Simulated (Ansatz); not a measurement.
Mo₄O₁₂⁺, that is (MoO3)4 with one electron fewer, relaxed as a doublet with UKS PBE-D4/def2-SVP in Ansatz, starting from the PBE-D4/def2-SVP geometry of the neutral singlet. Force threshold 0.03 eV/Å.

In the def2 sets Mo takes a core potential; there is no spin–orbit coupling. The gap within one spin of the relaxed charge 1 doublet nearly closes, so an electron or hole may be smeared out by delocalisation error.

Start:

```xyz
16

O    -2.226    2.875    1.394
Mo   -1.937    1.209    1.335
O    -3.117    0.460    2.288
O    -2.013    0.592   -0.451
Mo   -1.664   -0.565   -1.903
O    -2.270    0.065   -3.353
O    -2.419   -2.058   -1.646
O     0.209   -0.796   -1.982
Mo    1.936   -1.210   -1.334
O     2.225   -2.876   -1.392
O     3.117   -0.462   -2.288
O     2.013   -0.593    0.451
Mo    1.664    0.566    1.903
O     2.272   -0.061    3.352
O     2.418    2.059    1.642
O    -0.209    0.795    1.982
```

Problem. Estimate the energy that the relaxation releases and the steps that it takes.

Solution. 0.04 eV, in 10 steps; 30 s on 2 threads of AMD EPYC 7R13 on a shared host and a share (18 GiB) of an NVIDIA H100 80GB HBM3. The force fell under the threshold at step 7, but the optimiser went on and released 0.002 eV more. No frequencies were taken in this run, so the end may be a saddle point.

Problem. Does the start keep its bonding and symmetry?

Solution. By distances, no bond broke or formed. The bond that changes most is Mo9–O12, from 1.89 to 1.89 Å (atoms count from 1). Point group C2h at the start, D4h at the end, both within 0.05 Å.

Problem. Predict the relaxed structure.

Solution. 
```xyz
16

O    -2.401    2.833    1.201
Mo   -1.935    1.208    1.333
O    -2.959    0.514    2.492
O    -2.079    0.320   -0.325
Mo   -1.716   -0.650   -1.902
O    -2.101    0.256   -3.282
O    -2.653   -2.060   -1.984
O     0.125   -1.056   -1.844
Mo    1.935   -1.209   -1.333
O     2.400   -2.833   -1.201
O     2.959   -0.515   -2.492
O     2.079   -0.320    0.325
Mo    1.716    0.650    1.902
O     2.102   -0.255    3.282
O     2.653    2.060    1.983
O    -0.125    1.056    1.844
```
Bond lengths (bridged metal pairs left out): 16 × Mo–O 1.69 to 1.89 Å.
